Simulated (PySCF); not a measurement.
Isomers of C5H6ClFO.

All values: CAM-B3LYP/def2-SVPD (PySCF) at GFN2-xTB geometries, gas phase, one conformer each. Core orbitals are frozen in the response; Δα² is half the sum of the squared differences of the principal polarisabilities.

Question: Rank by HOMO–LUMO gap, lowest first.
A. `[CH3:1][C@@:2]1([C:3](=[O:4])[Cl:5])[CH2:6][C@H:7]1[F:8]` with C1–C2–C3–O4 180°
B. `[CH3:1]/[C:2]([F:3])=[C:4](/[CH3:5])[C:6](=[O:7])[Cl:8]` with C2–C4–C6–O7 0°
C. `[CH2:1]=[CH:2][C@H:3]([F:4])[CH2:5][C:6](=[O:7])[Cl:8]` with C1–C2–C3–F4 6°, C2–C3–C5–C6 -73°, C3–C5–C6–O7 -5°
D. `[CH3:1][C:2]([CH3:3])=[C:4]([Cl:5])[C:6](=[O:7])[F:8]` with C2–C4–C6–O7 1°
E. `[F:1][C@@H:2]1[CH:3]=[C:4]([Cl:5])[CH2:6][O:7][CH2:8]1` with F1–C2–C3–C4 -112°, C3–C4–C6–O7 19°, C4–C6–O7–C8 -51°, C6–O7–C8–C2 63°

Answer: D (8.04 eV), B (8.28 eV), C (9.16 eV), E (9.47 eV), A (9.81 eV).

Question: Rank by HOMO energy, lowest first.
A. `[CH3:1][C@@:2]1([C:3](=[O:4])[Cl:5])[CH2:6][C@H:7]1[F:8]` with C1–C2–C3–O4 180°
B. `[F:1][C@H:2]([Cl:3])[CH2:4][O:5][C:6]1=[CH:7][CH2:8]1` with F1–C2–C4–O5 -168°, C2–C4–O5–C6 -95°, C4–O5–C6–C7 173°
C. `[F:1][C@@H:2]1[CH:3]=[C:4]([Cl:5])[CH2:6][O:7][CH2:8]1` with F1–C2–C3–C4 -112°, C3–C4–C6–O7 19°, C4–C6–O7–C8 -51°, C6–O7–C8–C2 63°
D. `[CH2:1]=[CH:2][C@H:3]([F:4])[CH2:5][C:6](=[O:7])[Cl:8]` with C1–C2–C3–F4 6°, C2–C3–C5–C6 -73°, C3–C5–C6–O7 -5°

Answer: A (-9.99 eV), D (-9.45 eV), C (-9.07 eV), B (-7.99 eV).

Question: Rank by mean static polarisability, lowest first.
A. `[CH3:1]/[C:2]([F:3])=[C:4](/[CH3:5])[C:6](=[O:7])[Cl:8]` with C2–C4–C6–O7 0°
B. `[CH2:1]=[CH:2][C@H:3]([F:4])[CH2:5][C:6](=[O:7])[Cl:8]` with C1–C2–C3–F4 6°, C2–C3–C5–C6 -73°, C3–C5–C6–O7 -5°
C. `[F:1][C@@H:2]1[CH:3]=[C:4]([Cl:5])[CH2:6][O:7][CH2:8]1` with F1–C2–C3–C4 -112°, C3–C4–C6–O7 19°, C4–C6–O7–C8 -51°, C6–O7–C8–C2 63°

Answer: C (11.21 Å³), B (11.52 Å³), A (11.82 Å³).

All values together:

```csv
SMILES,μ (D),HOMO (eV),LUMO (eV),α (Å³),Δα (Å³)
C[C@@]1(C(=O)Cl)C[C@H]1F,2.13,-9.99,-0.18,11.00,3.76
C/C(F)=C(/C)C(=O)Cl,2.14,-9.18,-0.89,11.82,6.87
F[C@@H]1C=C(Cl)COC1,2.47,-9.07,0.40,11.21,4.91
F[C@H](Cl)COC1=CC1,1.19,-7.99,1.15,11.17,3.37
C=C[C@H](F)CC(=O)Cl,1.15,-9.45,-0.29,11.52,4.63
CC(C)=C(Cl)C(=O)F,4.13,-8.95,-0.91,11.66,5.84
```

Conformers: `[CH3:1][C@@:2]1([C:3](=[O:4])[Cl:5])[CH2:6][C@H:7]1[F:8]` with C1–C2–C3–O4 180°; `[CH3:1]/[C:2]([F:3])=[C:4](/[CH3:5])[C:6](=[O:7])[Cl:8]` with C2–C4–C6–O7 0°; `[F:1][C@@H:2]1[CH:3]=[C:4]([Cl:5])[CH2:6][O:7][CH2:8]1` with F1–C2–C3–C4 -112°, C3–C4–C6–O7 19°, C4–C6–O7–C8 -51°, C6–O7–C8–C2 63°; `[F:1][C@H:2]([Cl:3])[CH2:4][O:5][C:6]1=[CH:7][CH2:8]1` with F1–C2–C4–O5 -168°, C2–C4–O5–C6 -95°, C4–O5–C6–C7 173°; `[CH2:1]=[CH:2][C@H:3]([F:4])[CH2:5][C:6](=[O:7])[Cl:8]` with C1–C2–C3–F4 6°, C2–C3–C5–C6 -73°, C3–C5–C6–O7 -5°; `[CH3:1][C:2]([CH3:3])=[C:4]([Cl:5])[C:6](=[O:7])[F:8]` with C2–C4–C6–O7 1°.
